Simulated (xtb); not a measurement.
CH2O, charge +1, doublet, from a rough starting geometry (a state made from the parent by changing its charge; the spin is typed, not shown lowest); GFN2-xTB (xtb).

Here is a job for xtb.
```
$ xtb mol.xyz --gfn 2 --chrg 1 --uhf 1 --opt vtight --json

# file mol.xyz
4

O     -0.06102319     0.00193616     1.22391823
C     -0.06739589    -0.00426238    -0.02062724
H      0.00251678     0.91018469    -0.63731231
H      0.04918036    -0.93949071    -0.55558595
```

What the program printed (banner, timings and long lists left out):

```
   ID    Z sym.   atoms
    1    8 O      1
    2    6 C      2
    3    1 H      3, 4

           -------------------------------------------------
          |                Calculation Setup                |
           -------------------------------------------------

           -------------------------------------------------
          |                 G F N 2 - x T B                 |
           -------------------------------------------------

          ...................................................
          :                      SETUP                      :
          :.................................................:
          :  # basis functions                  10          :
          :  # atomic orbitals                  10          :
          :  # shells                            6          :
          :  # electrons                        11          :
          :  max. iterations                   250          :
          :  Hamiltonian                  GFN2-xTB          :
          :  restarted?                      false          :
          :  GBSA solvation                  false          :
          :  PC potential                    false          :
          :  electronic temp.          300.0000000     K    :
          :  accuracy                    1.0000000          :
          :  -> integral cutoff          0.2500000E+02      :
          :  -> integral neglect         0.1000000E-07      :
          :  -> SCF convergence          0.1000000E-05 Eh   :
          :  -> wf. convergence          0.1000000E-03 e    :
          :  Broyden damping             0.4000000          :
          :  net charge                          1          :
          :  unpaired electrons                  1          :
          ...................................................

 iter      E             dE          RMSdq      gap      omega  full diag
   1     -6.6345694 -0.663457E+01  0.639E+00    2.83       0.0  T
   2     -6.6358222 -0.125274E-02  0.430E+00    3.06       1.0  T
   3     -6.6189568  0.168654E-01  0.239E+00    2.65       1.0  T
   4     -6.6402477 -0.212909E-01  0.165E-01    2.91       1.0  T
   5     -6.6402702 -0.225372E-04  0.479E-02    2.90       1.0  T
   6     -6.6402704 -0.182890E-06  0.970E-03    2.90       5.2  T
   7     -6.6402705 -0.132597E-06  0.187E-03    2.90      26.7  T
   8     -6.6402705  0.393462E-08  0.124E-03    2.90      40.5  T
   9     -6.6402705 -0.524563E-08  0.505E-05    2.90     990.4  T
  10     -6.6402705 -0.104805E-11  0.273E-05    2.90    1834.4  T

   *** convergence criteria satisfied after 10 iterations ***

         :::::::::::::::::::::::::::::::::::::::::::::::::::::
         ::                     SUMMARY                     ::
         :::::::::::::::::::::::::::::::::::::::::::::::::::::
         :: total energy              -6.580060225417 Eh    ::
         :: gradient norm              0.201155786923 Eh/a0 ::
         :: HOMO-LUMO gap              2.903286974627 eV    ::
         ::.................................................::
         :: SCC energy                -6.640270537303 Eh    ::
         :: -> isotropic ES            0.164190198523 Eh    ::
         :: -> anisotropic ES         -0.016486582566 Eh    ::
         :: -> anisotropic XC          0.004944248464 Eh    ::
         :: -> dispersion             -0.000399589397 Eh    ::
         :: repulsion energy           0.060210311886 Eh    ::
         :: add. restraining           0.000000000000 Eh    ::
         :: total charge               1.000000000000 e     ::
         :::::::::::::::::::::::::::::::::::::::::::::::::::::

      -----------------------------------------------------------
     |                   =====================                   |
     |                        A N C O P T                        |
     |                   =====================                   |
     |               Approximate Normal Coordinate               |
     |                Rational Function Optimizer                |
      -----------------------------------------------------------
      -----------------------------------------------------------
     |                   =====================                   |
     |                        A N C O P T                        |
     |                   =====================                   |
     |               Approximate Normal Coordinate               |
     |                Rational Function Optimizer                |
      -----------------------------------------------------------

          ...................................................
          :                      SETUP                      :
          :.................................................:
          :   optimization level         verytight          :
          :   max. optcycles                   200          :
          :   ANC micro-cycles                  20          :
          :   degrees of freedom                 6          :
          :.................................................:
          :   RF solver                   davidson          :
          :   write xtbopt.log                true          :
          :   linear?                        false          :
          :   energy convergence         0.1000000E-06 Eh   :
          :   grad. convergence          0.2000000E-03 Eh/α :
          :   maxmium RF displ.          1.0000000          :
          :   Hlow (freq-cutoff)         0.1000000E-01      :
          :   Hmax (freq-cutoff)         5.0000000          :
          :   S6 in model hess.         20.0000000          :
          ...................................................

generating ANC from exact Hessian ...
Using Lindh-Hessian (1995)
 Shifting diagonal of input Hessian by    2.8576605205424994E-003
 Lowest  eigenvalues of input Hessian
    0.000000    0.000000    0.000000    0.000000    0.000000    0.000000
    0.010000    0.191392    0.247515    0.515040    1.236146    1.999830
[...]
 * total energy  :    -6.5800602 Eh     change       -0.6448175E-12 Eh
 * total energy  :    -6.5849559 Eh     change       -0.4895657E-02 Eh
 * total energy  :    -6.3889179 Eh     change        0.1960380E+00 Eh
 * total energy  :    -6.5867609 Eh     change       -0.1978431E+00 Eh
 * total energy  :    -6.5949108 Eh     change       -0.8149835E-02 Eh
 * total energy  :    -6.5957711 Eh     change       -0.8603709E-03 Eh
 * total energy  :    -6.5960383 Eh     change       -0.2672085E-03 Eh
 * total energy  :    -6.5960851 Eh     change       -0.4677478E-04 Eh
 * total energy  :    -6.5960887 Eh     change       -0.3628019E-05 Eh
 * total energy  :    -6.5960895 Eh     change       -0.7959506E-06 Eh
 * total energy  :    -6.5960897 Eh     change       -0.1882495E-06 Eh
 * total energy  :    -6.5960898 Eh     change       -0.3038171E-07 Eh
   *** GEOMETRY OPTIMIZATION CONVERGED AFTER 12 ITERATIONS ***
[...]

          ...................................................
          :                      SETUP                      :
          :.................................................:
          :  # basis functions                  10          :
          :  # atomic orbitals                  10          :
          :  # shells                            6          :
          :  # electrons                        11          :
          :  max. iterations                   250          :
          :  Hamiltonian                  GFN2-xTB          :
          :  restarted?                      false          :
          :  GBSA solvation                  false          :
          :  PC potential                    false          :
          :  electronic temp.          300.0000000     K    :
          :  accuracy                    1.0000000          :
          :  -> integral cutoff          0.2500000E+02      :
          :  -> integral neglect         0.1000000E-07      :
          :  -> SCF convergence          0.1000000E-05 Eh   :
          :  -> wf. convergence          0.1000000E-03 e    :
          :  Broyden damping             0.4000000          :
          :  net charge                          1          :
          :  unpaired electrons                  1          :
          ...................................................

 iter      E             dE          RMSdq      gap      omega  full diag
   1     -6.6775969 -0.667760E+01  0.667E-05    3.40       0.0  T
   2     -6.6775969 -0.361755E-11  0.338E-05    3.40    1481.3  T
   3     -6.6775969 -0.309974E-12  0.157E-05    3.40    3176.4  T

   *** convergence criteria satisfied after 3 iterations ***

         :::::::::::::::::::::::::::::::::::::::::::::::::::::
         ::                     SUMMARY                     ::
         :::::::::::::::::::::::::::::::::::::::::::::::::::::
         :: total energy              -6.596089754007 Eh    ::
         :: gradient norm              0.000066689675 Eh/a0 ::
         :: HOMO-LUMO gap              3.398446862890 eV    ::
         ::.................................................::
         :: SCC energy                -6.677596936274 Eh    ::
         :: -> isotropic ES            0.163343489893 Eh    ::
         :: -> anisotropic ES         -0.015897106066 Eh    ::
         :: -> anisotropic XC          0.004611375037 Eh    ::
         :: -> dispersion             -0.000401650914 Eh    ::
         :: repulsion energy           0.081507182267 Eh    ::
         :: add. restraining           0.000000000000 Eh    ::
         :: total charge               1.000000000000 e     ::
         :::::::::::::::::::::::::::::::::::::::::::::::::::::

           -------------------------------------------------
          |                Property Printout                |
           -------------------------------------------------

    * Orbital Energies and Occupations

         #    Occupation            Energy/Eh            Energy/eV
      -------------------------------------------------------------
         1        2.0000           -1.0925816             -29.7307
         2        2.0000           -0.9590402             -26.0968
         3        2.0000           -0.9290365             -25.2804
         4        2.0000           -0.9139737             -24.8705
         5        2.0000           -0.8649144             -23.5355
         6        1.0000           -0.7314215             -19.9030 (HOMO)
         7                         -0.6065309             -16.5045 (LUMO)
         8                         -0.2297086              -6.2507
         9                         -0.1446068              -3.9350
        10                          0.4368985              11.8886
      -------------------------------------------------------------
                  HL-Gap            0.1248906 Eh            3.3984 eV
             Fermi-level           -0.7335720 Eh          -19.9615 eV

     #   Z          covCN         q      C6AA      α(0)
     1   8 O        0.856     0.153    13.217     4.874
     2   6 C        2.686     0.203    23.673     7.963
     3   1 H        0.915     0.322     0.648     1.259
     4   1 H        0.915     0.322     0.648     1.259

 Mol. C6AA /au·bohr⁶  :        101.453921
 Mol. C8AA /au·bohr⁸  :       2296.416515
 Mol. α(0) /au        :         15.354494

Wiberg/Mayer (AO) data.
largest (>0.10) Wiberg bond orders for each atom

 ---------------------------------------------------------------------------
     #   Z sym  total        # sym  WBO       # sym  WBO       # sym  WBO
 ---------------------------------------------------------------------------
     1   8 O    2.536 --     2 C    2.363
     2   6 C    3.824 --     1 O    2.363     3 H    0.731     4 H    0.731
     3   1 H    0.864 --     2 C    0.731
     4   1 H    0.864 --     2 C    0.731
 ---------------------------------------------------------------------------

Topologies differ in total number of bonds
Writing topology from bond orders to xtbtopo.mol

molecular dipole:
                 x           y           z       tot (Debye)
 q only:       -0.016      -0.024      -0.393
   full:       -0.008      -0.029      -0.568       1.446
molecular quadrupole (traceless):
                xx          xy          yy          xz          yz          zz
 q only:       -1.791      -0.076       1.027      -0.104      -0.001       0.764
  q+dip:       -2.349      -0.116       1.977      -0.102      -0.031       0.372
   full:       -1.204      -0.078       1.773       0.001      -0.046      -0.569

optimized geometry written to: xtbopt.xyz

           -------------------------------------------------
          | TOTAL ENERGY               -6.596089754007 Eh   |
          | GRADIENT NORM               0.000066689675 Eh/α |
          | HOMO-LUMO GAP               3.398446862890 eV   |
           -------------------------------------------------
```
